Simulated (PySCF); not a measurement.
Bond energies at MP2/def2-TZVPP beside a composite method

PySCF, lowest determinants of a PBE0 search. The composite is CCSD(T) extrapolated to the basis-set limit from two correlation-consistent sets, with core-valence (CV) and scalar-relativistic (SR) terms as its label shows; it has no spin–orbit coupling and nothing beyond (T).

```json
{"species": "PN", "state (unpaired electrons)": "singlet (closed shell)", "De MP2 (eV)": "6.34", "De composite (eV)": "6.30", "composite": "CCSD(T)/CBS(TQ)+CV+SR", "dissociates to": "P + N"}
{"species": "Mg2", "state (unpaired electrons)": "singlet (closed shell)", "De MP2 (eV)": "0.04", "De composite (eV)": "0.05", "composite": "CCSD(T)/CBS(DT)+SR", "dissociates to": "Mg + Mg"}
{"species": "P2", "state (unpaired electrons)": "singlet (closed shell)", "De MP2 (eV)": "4.71", "De composite (eV)": "5.05", "composite": "CCSD(T)/CBS(TQ)+CV+SR", "dissociates to": "P + P"}
{"species": "SbCl", "state (unpaired electrons)": "triplet (π ↑↑)", "De MP2 (eV)": "2.93", "De composite (eV)": "3.04", "composite": "CCSD(T)/CBS(DT)", "dissociates to": "Sb + Cl"}
{"species": "IF", "state (unpaired electrons)": "singlet (closed shell)", "De MP2 (eV)": "2.98", "De composite (eV)": "2.98", "composite": "CCSD(T)/CBS(TQ)+CV", "dissociates to": "I + F"}
{"species": "PbH", "state (unpaired electrons)": "doublet (π ↑)", "De MP2 (eV)": "2.23", "De composite (eV)": "2.53", "composite": "CCSD(T)/CBS(DT)", "dissociates to": "H + Pb"}
{"species": "SnC", "state (unpaired electrons)": "triplet (σ ↑, π ↑)", "De MP2 (eV)": "2.96", "De composite (eV)": "3.20", "composite": "CCSD(T)/CBS(DT)", "dissociates to": "Sn + C"}
{"species": "GeBr", "state (unpaired electrons)": "doublet (π ↑)", "De MP2 (eV)": "3.62", "De composite (eV)": "3.53", "composite": "CCSD(T)/CBS(DT)", "dissociates to": "Ge + Br"}
```

**Question.** Does MP2 bind more or less than the composite, by how much on average, and where is the difference largest?

**Answer.** MP2/def2-TZVPP binds less on average, method and basis taken together: the mean signed difference is -0.11 eV and the mean absolute one 0.14 eV; it is largest for P2 (-0.34 eV).

The molecules are drawn from runs that passed checks on state, spin purity and fit, so the hardest cases are missing and the errors look smaller than over all diatomics.

Correlated steps freeze the inner cores (2 to 18 orbitals); shallow outer-core shells are correlated. UHF and ROHF references stand side by side, which adds small steps between rows. Weak bonds: Mg2. Basis-set superposition, not corrected here, can be much of De in a small basis, most of all at correlated wavefunction levels. These are scalar-relativistic numbers at best; spin–orbit coupling would shift them, the dissociation energy most. Where the molecule has an RHF reference, its open-shell atoms are computed with UHF. The CCSD T1 diagnostic is raised in SnC, a sign that a single reference may not be enough there. States were picked by a PBE0 search and need not be the measured ground states.
